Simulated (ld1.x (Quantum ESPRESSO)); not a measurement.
Ranking TM potentials for germanium (Ge)

All share these settings but for the change named:

```json
{"Element": "germanium", "Generator": "ld1.x (Quantum ESPRESSO) 7.5", "Type": "norm-conserving Troullier–Martins (Kleinman–Bylander form)", "Functional": "LDA (PZ)", "Relativity": "scalar-relativistic", "Frozen core": "[Ar] 3d10", "Valence charge": "4", "Reference configuration": "4s1.5 4p2.5", "Partial waves": "4s (bound): rc 1.45 bohr; 4p (bound): rc 2.25 bohr", "Local potential": "the p channel", "Core correction": "a·sin(br)/r model core inside 1.50 bohr"}
```

Test errors are all-electron minus pseudo excitation energies from the reference, over 4s2 4p2; 4s2 4p1; 4s2 4p0; 4s0 4p4; 4s1 4p3; 4s1 4p0; 4s1 4p2. None of these files shows a bound ghost.

The base gives 226.9 meV.

Of 9 variants that were run, those that failed, showed a ghost or another fault, or gave nearly equal values are left out.

A variant can come out equal or close to the base, since the largest error may sit in a test that the change hardly touches while other tests move.

Question: Rank these variants by their largest absolute test error, smallest first.
A. core correction none
B. functional Wu–Cohen
C. wave 4p (bound): rc 2.25 bohr becomes 4p (bound): rc 3.32 bohr

Answer: A (210.0 meV), B (272.9 meV), C (328.3 meV).
